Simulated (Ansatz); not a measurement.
Geometry optimisation, Ansatz, RKS B3LYP-D4/def2-SVP.

Input file:

```yaml
crystal:
  periodic: [false, false, false]
  atoms:
    - { symbol: Ga, position_ang: [0.0, 0.0, 0.0] }
    - { symbol: H, position_ang: [0.0, 0.0, 1.92] }
    - { symbol: H, position_ang: [1.3596, 0.0, -0.785] }
    - { symbol: H, position_ang: [-1.3596, 0.0, -0.785] }
    - { symbol: Cl, position_ang: [0.1062, -2.4081, 0.8009] }
    - { symbol: H, position_ang: [0.0434, -0.9851, 1.9581] }
basis:
  gaussian: { orbitals: def2-SVP }
hamiltonian:
  xc: b3lyp
  dispersion: d4
relax:
  f_tol: 0.15
  max_steps: 25
  restrain:
    - { distance: [0, 4], at: 2.24, k: 30.0 }
    - { distance: [5, 1], at: 0.66, k: 30.0 }
    - { distance: [0, 1], at: 2.77, k: 30.0 }
    - { distance: [5, 4], at: 2.57, k: 30.0 }
output:
  orbitals: {}
```

Launched with:

```bash
$ ansatz run input.yaml --threads 1 --pin off --max-ram 2048MiB --backend cpu --events-out ev --progress --plain --runs-dir out
```

**Question.** Where does it end, and by what steps?

**Answer.** It converged. The restraints hold the end off the free minimum. After 6 steps the energy has fallen by 1.600 eV (the restraints' own energy left out); Ga1 moved furthest, 0.64 Å. Joined: H2–H6 (0.99 → 0.72 Å).

```tsv
step	energy less start (eV)	largest force component (eV/Å)	accepted
0	0.0000	2.126	yes
1	-0.5001	3.217	yes
2	-1.0391	3.167	yes
3	-1.4531	3.364	yes
4	-1.5988	1.590	yes
5	-1.6192	0.634	no
6	-1.6000	1.740	yes
```

```xyz
6
Properties=species:S:1:pos:R:3
Ga 0.024 -0.501 -0.399
H 0.007 0.089 2.306
H 1.425 0.123 -0.658
H -1.407 0.059 -0.642
Cl 0.075 -2.566 0.420
H 0.026 -0.596 2.082
```

Run time: 22 s on 1 thread of AMD EPYC 7R43 64-Core Processor (Zen 3), with other jobs on the host, peak memory 0.15 GiB.
